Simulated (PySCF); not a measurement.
PySCF 2.14 output of an unrestricted LDA calculation on a single atom or ion in dyall-av2z, with the non-relativistic Hamiltonian (point nucleus):

```
SCF conv_tol = 1e-09
number electrons alpha = 20  beta = 18
    P. A. M. Dirac.,  Math. Proc. Cambridge Philos. Soc. 26, 376 (1930)
    F. Bloch.,  Z. Phys. 57, 545 (1929)
    S. H. Vosko, L. Wilk, and M. Nusair.,  Can. J. Phys. 58, 1200 (1980)
cycle= 1 E= -3129.28982499992  delta_E= -0.0413  |g|= 0.0836  |ddm|= 0.344
cycle= 2 E= -3129.29022464108  delta_E= -0.0004  |g|= 0.0541  |ddm|= 0.0747
cycle= 3 E= -3129.29036372434  delta_E= -0.000139  |g|= 0.0046  |ddm|= 0.0141
cycle= 4 E= -3129.29036600537  delta_E= -2.28e-06  |g|= 0.00184  |ddm|= 0.00579
cycle= 5 E= -3129.29036677402  delta_E= -7.69e-07  |g|= 8.61e-05  |ddm|= 0.00183
cycle= 6 E= -3129.29036677462  delta_E= -6.05e-10  |g|= 6.71e-07  |ddm|= 7.27e-05
converged SCF energy = -3129.29036677462  <S^2> = 2.0000481  2S+1 = 3.0000321
```

The run itself started from symmetry-adapted Hartree-Fock orbitals and held the occupation by maximum overlap, on a logarithmic radial grid, so the iterations belong to that start.

Q: Which element, charge and spin multiplicity is this?

A: Sr (strontium, neutral), multiplicity 3; the state was [Kr] 5p2, high-spin 3P determinant (an excited configuration).

A non-relativistic calculation at this Z misses sizeable relativistic shifts.
